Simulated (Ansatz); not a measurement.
Kohn–Sham single points on FH3SSn, SMILES `[F][SnH2][SH]`.

```yaml
crystal:
  periodic: [false, false, false]
  atoms:
    - {symbol: F, position_ang: [-1.940320, 0.027310, 0.559620]}
    - {symbol: Sn, position_ang: [-0.320129, -0.028486, -0.476055]}
    - {symbol: S, position_ang: [1.406187, -0.837051, 0.948616]}
    - {symbol: H, position_ang: [-0.609935, -1.170169, -1.696910]}
    - {symbol: H, position_ang: [-0.071652, 1.590279, -0.927441]}
    - {symbol: H, position_ang: [1.577849, 0.354116, 1.545969]}
basis:
  gaussian: {orbitals: def2-TZVPP}
hamiltonian: {xc: {name: BLYP}, dispersion: d4}
output: {orbitals: {seedname: orbitals}}
```

```sh
$ ansatz run in.yaml --threads 2 --pin off --events-out ev --progress --plain --max-ram 22528MiB --backend cpu
```

Shortened log:

```
Functional definition: BLYP
1005 factors; their error is unknown
mean field evaluation 1: about -19429.6604 eV, gradient 4.9e1 eV
mean field evaluation 2: about -19399.3135 eV, gradient 1.5e2 eV
mean field evaluation 4: about -19433.4685 eV, gradient 9.9e0 eV
mean field evaluation 8: about -19433.6923 eV, gradient 2.6e-1 eV
mean field evaluation 16: about -19433.6830 eV, gradient 3.0e-4 eV
mean field -19433.68302832 eV, -714.1746786675 hartree, gradient 6.4e-5 eV, S^2 0.000000; 0 other end points of the search recorded, 0 dependent functions left out
reference -19433.68336654 eV, -714.1746910967 hartree; 25, 25 occupied and 140, 140 virtual orbitals, 1005 factors
Total energy: -19433.93209110 eV, -714.1838315557 hartree
```

Run time 1.5 s (2 threads of an AMD EPYC 7R13 on a shared host); peak host memory 0.23 GiB.

With the line `hamiltonian: {xc: {name: CAM-B3LYP}, dispersion: d4}` (abridged; 2.2 s):

```
Functional definition: CAM-B3LYP
mean field evaluation 16: about -19434.7678 eV, gradient 6.3e-5 eV
mean field -19434.76775554 eV, -714.2145416572 hartree, gradient 6.3e-5 eV, S^2 0.000000
Total energy: -19434.87025347 eV, -714.2183083869 hartree
```

Changing it to `hamiltonian: {xc: {name: r2SCAN0}, dispersion: d4}` (abridged; 3.4 s):

```
Functional definition: r2SCAN0
mean field evaluation 16: about -19434.5743 eV, gradient 6.4e-5 eV
mean field -19434.57427890 eV, -714.2074315218 hartree, gradient 6.4e-5 eV, S^2 0.000000
Total energy: -19434.60596612 eV, -714.2085960060 hartree
```

With the line `hamiltonian: {xc: {name: B3LYP}, dispersion: d4}` and forces (abridged; 2.7 s):

```
Functional definition: B3LYP
mean field evaluation 16: about -19438.0948 eV, gradient 1.1e-4 eV
mean field -19438.09481597 eV, -714.3368088730 hartree, gradient 2.9e-5 eV, S^2 0.000000
Total energy: -19438.28586941 eV, -714.3438299573 hartree
Atom 0 force    -0.296560     0.009620     0.185878 eV/Å
Atom 1 force     0.093045     0.066600    -0.296684 eV/Å
Atom 2 force     0.204559    -0.081739     0.177029 eV/Å
Atom 3 force    -0.016928    -0.043420    -0.051930 eV/Å
Atom 4 force     0.001032     0.063076    -0.025551 eV/Å
Atom 5 force     0.014850    -0.014136     0.011258 eV/Å
Dipole moment:     0.346526     0.182237    -0.351735 e Å
```

With the line `hamiltonian: {xc: pbe, dispersion: d4}` and forces (abridged; 1.7 s):

```
Functional definition: PBE
mean field evaluation 16: about -19428.0700 eV, gradient 2.6e-4 eV
mean field -19428.07000104 eV, -713.9684037195 hartree, gradient 7.5e-5 eV, S^2 0.000000
Total energy: -19428.18652202 eV, -713.9726857864 hartree
Atom 0 force    -0.516931     0.016959     0.325184 eV/Å
Atom 1 force     0.290763     0.048465    -0.296374 eV/Å
Atom 2 force     0.203323    -0.351336     0.074547 eV/Å
Atom 3 force    -0.028861    -0.147261    -0.146522 eV/Å
Atom 4 force     0.028079     0.204083    -0.059661 eV/Å
Atom 5 force     0.023627     0.229090     0.102826 eV/Å
Dipole moment:     0.324412     0.180021    -0.328015 e Å
```

The same input with `hamiltonian: {xc: {name: B97M-V}}` (abridged; 4.5 s):

```
Functional definition: B97M-V
mean field evaluation 16: about -19431.9627 eV, gradient 7.5e-5 eV
mean field -19431.96269610 eV, -714.1114576244 hartree, gradient 7.5e-5 eV, S^2 0.000000
Total energy: -19431.96276241 eV, -714.1114600611 hartree
```

B3LYP takes the VWN-RPA correlation (the form of Gaussian; ORCA's B3LYP/G).
